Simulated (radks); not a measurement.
Problem. Valence configurations of Sn (all share [Kr]). Method: scalar-relativistic Kohn-Sham, BLYP, spin-polarised, spherical densities, point nucleus; open shells are filled with parallel spins first (spin-orbit coupling, left out, can overturn this in heavy ions); computed with a radial shooting solver on a logarithmic mesh with Libxc functionals. Order these by energy: 4d10 5p4; 4d10 5s1 5p3; 4d10 5s1.5 5p2.5; 4d9 5s2 5p3; 4d8 5s2 5p4; 4d8 5s1 5p5; 4d9 5p5; 4d9.5 5p4.5; 4d9 5s1 5p4; 4d10 5s2 5p2.

Solution. From the lowest, in eV above it: 4d10 5s2 5p2 0.000; 4d10 5s1.5 5p2.5 2.888; 4d10 5s1 5p3 5.589; 4d10 5p4 14.266; 4d9 5s2 5p3 23.415; 4d9.5 5p4.5 26.802; 4d9 5s1 5p4 31.112; 4d9 5p5 40.335; 4d8 5s2 5p4 52.296; 4d8 5s1 5p5 60.714. NIST lists [Kr] 4d10 5s2 5p2 as the ground configuration; this level of theory agrees among the configurations tried. The energies are those of spherical high-spin densities, not of single terms.
